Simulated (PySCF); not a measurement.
Excitation energy of Cl by level of theory

Cl [Ne] 3s2 3p5 (2P) → Cl [Ne] 3s1 3p6 (2S), as a difference of total energies. All numbers are calculated (PySCF 2.14, the spin-free X2C one-electron Hamiltonian (Gaussian nucleus), in dyall-av3z). Correlated levels: valence: [Ne] frozen; virtual orbitals above 40 to 60 times the deepest correlated orbital energy dropped. The calculations carry no spin-orbit coupling.

```json
{"method": "UHF", "excitation energy (eV)": "15.576", "error (eV)": "+4.990"}
{"method": "MP2 (valence)", "excitation energy (eV)": "13.186", "error (eV)": "+2.600"}
{"method": "SCS-MP2 (valence)", "excitation energy (eV)": "12.949", "error (eV)": "+2.363"}
{"method": "CCSD (valence)", "excitation energy (eV)": "11.855", "error (eV)": "+1.269"}
{"method": "CCSD(T) (valence)", "excitation energy (eV)": "10.937", "error (eV)": "+0.351"}
```

Reference: 10.586 eV (measured; NIST levels, between the centres of gravity of the two terms).

Errors of the correlated levels include the incompleteness of this basis and the frozen core.

The coupled-cluster amplitudes are large for the upper state (T1 above 0.03 or a double amplitude above 0.15), so a single reference is strained.
